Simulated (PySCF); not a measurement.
# Electron affinity of Br by level of theory

Br⁻ [Kr] (1S) → Br [Ar] 3d10 4s2 4p5 (2P), as a difference of total energies. Computed with PySCF 2.14 in aug-cc-pVDZ-DK, with scalar relativity by spin-free X2C-1e. Correlated levels: valence: [Ar] 3d10 frozen. The calculations carry no spin-orbit coupling.

```csv
method,electron affinity (eV),plus first-order spin-orbit estimate,error of that sum (eV)
UHF,2.440,2.293,-1.071
LDA,3.771,3.625,+0.261
PBE,3.509,3.363,-0.001
PBE0,3.472,3.325,-0.039
r2SCAN,3.533,3.386,+0.022
wB97X,3.458,3.312,-0.052
wB97M-V,3.457,3.310,-0.054
B2PLYP,3.417,3.270,-0.094
TPSS,3.497,3.351,-0.013
MP2 (valence),3.335,3.188,-0.176
SCS-MP2 (valence),3.259,3.113,-0.251
```

Reference: 3.364 eV (measured; photodetachment measurements, as compiled on the Wikipedia data page of electron affinities).

A first-order spin-orbit estimate (lowest level to lowest level, LS coupling) adds -0.146 eV.

Errors of the correlated levels include the incompleteness of this basis and the frozen core.

In the anion the highest occupied orbital energy is positive at PBE, TPSS, a self-interaction effect; the basis confines that electron, and the energy difference can still be sensible.
